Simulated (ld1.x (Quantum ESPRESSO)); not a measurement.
**Ranking TM potentials for aluminium (Al)**

All share these settings but for the change named:

* Element: aluminium (Al)
* Generator: ld1.x (Quantum ESPRESSO) 7.5
* Type: norm-conserving Troullier–Martins (Kleinman–Bylander form)
* Functional: LDA (PZ)
* Relativity: scalar-relativistic
* Frozen core: [Ne]
* Valence charge: 3
* Reference configuration: 3s1.75 3p1.25
* Partial waves: 3s (bound): rc 1.85 bohr; 3p (bound): rc 2.45 bohr; 3d channel at -0.1 Ry: rc 2.65 bohr
* Local potential: all-electron potential smoothed inside 1.45 bohr (lloc = -1)
* Core correction: none

Test errors are all-electron minus pseudo excitation energies from the reference, over 3s2 3p1; 3s2 3p0; 3s1 3p0; 3s2 3p0.5; 3s2 3p1.3; 3s1 3p1; 3s0 3p3. None of these files shows a bound ghost.

The base gives 86.5 meV.

Of 6 variants that were run, those that failed, showed a ghost or another fault, or gave nearly equal values are left out.

(1) Rank these variants by their largest absolute test error, smallest first.
A. core correction a·sin(br)/r model core inside 1.72 bohr
B. core correction a·sin(br)/r model core inside 2.24 bohr
C. core correction a·sin(br)/r model core inside 0.80 bohr
D. core correction a·sin(br)/r model core inside 1.98 bohr

Results:

(1) C (23.5 meV), A (39.3 meV), D (56.7 meV), B (71.5 meV).
